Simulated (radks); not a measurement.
Question: W IV, configuration [Xe] 4f14 5d3. Method: Dirac Kohn-Sham, PW91, spin-unpolarised, spherical densities, finite nucleus; open shells are shared between the two j in proportion to 2j + 1; Fermi nuclear charge, rms radius 5.3658 fm; computed with a radial shooting solver on a logarithmic mesh with Libxc functionals. Some entries of the table are withheld. Estimate them.

orbital  occ.  eigenvalue (Ry)  <r> (bohr)  <1/r> (bohr^-1)
1s1/2       2              (1)     0.01835            87.04
2s1/2       2        -881.7045     0.07695            21.18
2p1/2       2        -843.4765     0.06365            21.16
2p3/2       4        -744.0281     0.07161            17.77
3s1/2       2        -204.6923      0.2006            7.776
3p1/2       2              (2)         (3)            7.693
3p3/2       4              (4)         (5)            6.817
3d3/2       4        -137.2738      0.1797            6.711
3d5/2       6        -132.5971      0.1842            6.504
4s1/2       2        -43.91702      0.4495            3.268
4p1/2       2        -36.82668      0.4546            3.158
4p3/2       4        -31.84185      0.4878            2.853
4d3/2       4        -20.17718      0.5047            2.638
4d5/2       6        -19.25869      0.5161            2.565
5s1/2       2         -7.92398       1.065            1.268
5p1/2       2              (6)       1.168            1.141
5p3/2       4              (7)       1.266            1.036
4f5/2       6         -4.66635      0.6016            2.103
4f7/2       8         -4.50157      0.6111            2.072
5d3/2     1.2         -2.33298       1.730           0.7443
5d5/2     1.8         -2.26240       1.776           0.7230
6s1/2       0         -2.08576       2.617           0.4897
6p1/2       0         -1.61507       3.031           0.4197
6p3/2       0         -1.50913       3.220           0.3932

Answer: 
(1) 1s1/2 eigenvalue (Ry): -5101.317
(2) 3p1/2 eigenvalue (Ry): -187.6161
(3) 3p1/2 <r> (bohr): 0.1905
(4) 3p3/2 eigenvalue (Ry): -166.1125
(5) 3p3/2 <r> (bohr): 0.2053
(6) 5p1/2 eigenvalue (Ry): -5.81255
(7) 5p3/2 eigenvalue (Ry): -5.07714
